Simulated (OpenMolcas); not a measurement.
# Ar II: effect of the basis set

```
Program             : OpenMolcas
Method              : SS-RASPT2, IPEA 0.25 Eh, imaginary shift 0.1 Eh (closed shells correlated: 2s 2p)
Active space        : 7 electrons in 9 orbitals (RAS2 3s 3p; RAS3 3d, at most 2 electrons)
State averaging     : 2S+1 = 2 odd, 3 roots; 2S+1 = 2 even, 1 root
Spin-orbit coupling : state interaction with AMFI integrals over the reference wave functions, term energies averaged over their components
```

A. ANO-RCC-VTZP [5s4p2d1f], DKH2, point nucleus; CASPT2 step roughly 2 core-seconds
B. ANO-R2 [5s4p3d1f], X2C, finite nucleus; CASPT2 step about 4 core-seconds
C. ANO-RCC-VQZP [6s5p3d2f1g], DKH2, point nucleus; CASPT2 step of the order of 3 core-seconds
D. ANO-RCC [8s7p5d4f2g], DKH2, point nucleus; CASPT2 step roughly 14 core-seconds

Energies in cm-1 above 3s2 3p5 2P* 3/2, the measured ground level; measured values from NIST Handbook of Basic Atomic Spectroscopic Data.

| Level | A | B | C | D | Measured |
| --- | --- | --- | --- | --- | --- |
| 3s2 3p5 2P* 3/2 | 0.0 | 0.0 | 0.0 | 0.0 | 0.0 |
| 3s2 3p5 2P* 1/2 | 1268 | 1270 | 1282 | 1277 | 1432 |
| 3s 3p6 2S 1/2 | 114765 | 113706 | 113548 | 112884 | 108722 |

Deviations, from unrounded energies. A percentage is the sum of absolute deviations over the sum of measured energies, with the sign that they share, or ± where signs differ.

```json
{"Against measurement": "mean absolute deviation (cm-1)", "Levels": "2", "A": "3100", "B": "2600", "C": "2500", "D": "2200"}
{"Against measurement": "fine structure of the ground term (%)", "Levels": "1", "A": "-11.4", "B": "-11.3", "C": "-10.4", "D": "-10.8"}
{"Against measurement": "other configurations (%)", "Levels": "1", "A": "+5.6", "B": "+4.6", "C": "+4.4", "D": "+3.8"}
```

D lies closest to measurement on these levels and A furthest from it. The largest miss of D in the table is 3s 3p6 2S 1/2, by +4200 cm-1. The ranking rests on the paired levels alone, and a cruder setting can come out closer through cancelling errors.

Among A to D the level of the table that moves most is 3s 3p6 2S 1/2, by 1900 cm-1 (lowest in D, highest in A).

Active for correlation alone: 3d; no level in the range computed is led by a configuration that fills it, so any true level of that kind is missing. Some terms mix strongly with configurations of 3d, whose occupation reaches 0.30 (3s 3p6 2S) (figures for A; the like holds for B, C, D). Measured partners are found by configuration, term and J. A level has none where our copy of the source lacks it or the pairing is in doubt (some pairs that miss far off the trend of their configuration count as doubtful), and it then counts in no deviation. Only configurations of the active space appear.

* marks odd parity.
